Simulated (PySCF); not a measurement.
Computed IR spectrum (relative IR intensity) of a molecule C3H10FNSi. Coordinates come from a B3LYP-D3(BJ)/def2-SVP optimisation. Other conformers were not sampled. Level of theory: B3LYP-D3(BJ)/def2-SVP run with PySCF. Frequencies are harmonic and unscaled.

Lines under 2 % of the strongest are left out, and lines within 2 cm⁻¹ are merged.

ν (cm⁻¹): 125 (vw), 188 (w), 211 (vw), 227 (w), 261 (w), 284 (w), 342 (m), 362 (w), 391 (vs), 437 (m), 545 (m), 608 (vw), 733 (w), 835 (w), 853 (w), 897 (s), 910 (vs), 931 (s), 947 (m), 999 (w), 1154 (m), 1381 (w), 1394 (w), 1462 (vw), 1481 (w), 1544 (m), 2212 (s), 2229 (s), 3021 (w), 3025 (w), 3103 (vw), 3107 (m), 3118 (w), 3121 (w), 3570 (m), 3663 (m) (against the strongest line: vs over 80 %, s over 45 %, m over 15 %, w over 4 %, vw less)

Which molecule gave these data?
A) CNC[SiH2]CF
B) C[Si](C)(N)CF
C) CC(C)(F)[SiH2]N
D) CCN(C)[SiH2]F

C, CC(C)(F)[SiH2]N
